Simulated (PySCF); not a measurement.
C4H8F2OS (charge +1 and doublet state).
Z-matrix (Å and degrees, GFN2-xTB geometry), rows numbered from 1:
```
C 
C   1  1.5000
O   2  1.4334  1  109.49
C   3  1.3374  2  117.47  1   179.09
F   4  1.3590  3  112.30  2   -52.71
F   4  1.3684  3  111.71  2    63.21
C   4  1.5357  3  109.56  2  -175.48
S   7  1.8074  4  113.15  3  -179.26
H   1  1.0918  2  110.83  3    57.04
H   1  1.0862  2  109.94  3   178.81
H   1  1.0926  2  111.02  3   -60.36
H   2  1.1028  1  111.19  3   121.15
H   2  1.1034  1  111.37  3  -120.41
H   7  1.0915  4  109.07  3    60.57
H   7  1.0940  4  107.77  3   -58.04
H   8  1.3504  7   96.98  4    46.30
```

The hyperfine couplings belong to this conformer and change with its torsions.

The species is `CCOC(F)(F)C[SH+]` [radical] (charge +1).

Theory: UKS B3LYP, pcH-1 on C F H O S, non-relativistic, mean-field spin-orbit, GIAO in PySCF. Geometry: GFN2-xTB, one conformer, isolated ion. A GFN2-xTB geometry isn't a minimum of the functional, and hyperfine couplings can be far from their values at a DFT geometry, by a factor of two or more for some ions and for spin on atoms past the first row. No stability test was run, so a lower SCF solution isn't excluded.

**Question.** Give the principal g shifts and their parts.

**Answer.** 
```
                    Δg (ppt)      1      2      3
relativistic mass correction  -0.24  -0.24  -0.24
            gauge correction   0.00   0.04   0.05
   orbital Zeeman/spin–orbit   1.68  13.18  25.36
                       total   1.43  12.98  25.17
```

So g = 2.00375, 2.01530, 2.02749 and g_iso = 2.01552; the tensor is rhombic: the two nearest values differ by 49 % of g3 − g1. 

**Question.** At 93.844 GHz, how far is the centre of the isotropic spectrum from where a free electron (g = 2.002319) resonates?

**Answer.** B = hν/(g μB) with μB/h = 13.99624 MHz/mT gives 3348.59 mT for the free electron and 3326.66 mT at g_iso, 21.92 mT lower.

**Question.** Average each term over the three axes. Which is largest in size?

**Answer.** The orbital-Zeeman/spin–orbit term 13.41, the mass correction -0.24 and the gauge correction 0.03 ppt, for a total of 13.20 ppt. The orbital-Zeeman/spin–orbit term is the largest in size. The mass correction is the same along every axis, so the anisotropy comes from the other two: their spans along these axes are 0.06 (gauge) and 23.68 ppt (orbital Zeeman/spin–orbit).

**Question.** What effective moment and Curie constant follow for a powder?

**Answer.** With the mean of g² = 4.0624 and S(S+1) = 0.75: μ_eff = √(⟨g²⟩S(S+1)) = 1.746 μB and χT = 0.12505·⟨g²⟩·S(S+1) = 0.381 cm³ K/mol (cgs; spin-Hamiltonian part alone).

**Question.** In a frozen sample, at which fields do the three g values resonate at 9.5, 34, 94 and 263 GHz (hyperfine left aside), and which band first spreads them over more than twice a line width of 0.5 mT?

**Answer.** 
```tsv
band	GHz	B(g3) mT	B(g2) mT	B(g1) mT	spread mT
X	9.5	334.78	336.80	338.74	3.97
Q	34.0	1198.14	1205.39	1212.34	14.19
W	94.0	3312.51	3332.54	3351.75	39.24
J	263.0	9267.99	9324.03	9377.78	109.79
```

The spread grows in proportion to the frequency. X band is the first where it exceeds 1.0 mT.

The Mulliken spin populations are largest on S8 (+0.83) and O3 (+0.08). S8 is the only atom above +0.15.

The HOMO–LUMO gaps are 7.11 eV among the α and 0.90 eV among the β orbitals.

On Arm Neoverse V1, one thread, no GPU (shared host), this took 1.8 min wall (grids of density and orbitals included) and 0.97 GiB of memory at its peak.
